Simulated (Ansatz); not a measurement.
Reaction (cleavage of the B–Zn bond): `C[BH][ZnH]` + `NBN` → `CBNBN` + `[ZnH2]`

Calculated with Ansatz (gas phase, PBE0-D4/def2-TZVP geometries, no zero-point term in ΔE). CCSD(T)/CBS is the MP2 limit (def2-TZVPP, def2-QZVPP) plus CCSD(T) − MP2 in def2-TZVPP, frozen cores. Functionals use def2-TZVPP. B3LYP here is the variant with VWN-RPA as its local correlation; programs differ in this. For Zn outer-core shells are correlated without core-valence functions, which leaves a few kJ/mol of doubt a bond. Scalar relativity is left out up to krypton. Each species was taken in one conformer, which may not be the lowest.

Problem. Is it downhill or uphill in electronic energy at CCSD(T)/CBS, and by how much? (Best estimate.)

Solution. The calculation gave: Downhill: ΔE = -154.5 kJ/mol.

Problem. What do these levels give: r2SCAN-D4, PBE, r2SCAN, PBE0, B3LYP, r2SCANh, BHLYP, RPA@PBE/def2-TZVPP, CCSD/def2-SVP, CCSD(T)/def2-SVP, SCS-MP2/def2-TZVPP, MP2/def2-QZVPP? (Estimate.)

Solution. Computed: r2SCAN-D4 -156.8, PBE -146.6, r2SCAN -155.7, PBE0 -150.6, B3LYP -152.5, r2SCANh -156.5, BHLYP -159.1, RPA@PBE/def2-TZVPP -157.7, CCSD/def2-SVP -166.3, CCSD(T)/def2-SVP -168.2, SCS-MP2/def2-TZVPP -159.7, MP2/def2-QZVPP -158.0 kJ/mol.

Largest T1 diagnostic among the species: 0.016.

The D4 term adds −5.0 kJ/mol with B3LYP and −2.9 kJ/mol with PBE0; it sums over pairs of atoms, weighted by their polarisabilities, and B3LYP, whose exchange is more repulsive, gets the larger term. Leaving LDA and LC-ωPBE aside and taking each functional with its dispersion term where it has one, the values, not all of them listed here, spread over 15.2 kJ/mol, from B97M-V to PBE-D4. LDA lies −14.4 kJ/mol from PBE without D4.
